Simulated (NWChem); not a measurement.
System: SiH4SO2; SMILES [SiH](O)(O)S

```xyz
8

Si     0.0463    -0.4824    -0.3256
O      1.2796    -1.3954     0.2734
O     -1.3782    -1.1078     0.2384
S      0.0692     1.5665     0.3256
H      0.2098    -0.5486    -1.7974
H      1.3357    -1.4710     1.2314
H     -2.1707    -0.5741     0.1293
H      1.0662     1.9241    -0.5130
```
Atoms are numbered in this order, from 1.

All runs: NWChem. Coordinates come from a PBE0/def2-SVP optimisation. Level: PBE0/def2-SVP with SMD (1 M gas to 1 M solution), gas-phase geometry. Reactions with the solvent are ignored.

### Question
Among these, which solvent gives the highest value of “solvation free energy (kcal/mol)”?
A) toluene
B) chloroform
C) water
D) methanol

### Answer
A, toluene. Values: methanol -10.3; water -8.7; chloroform -7.3; toluene -5.3
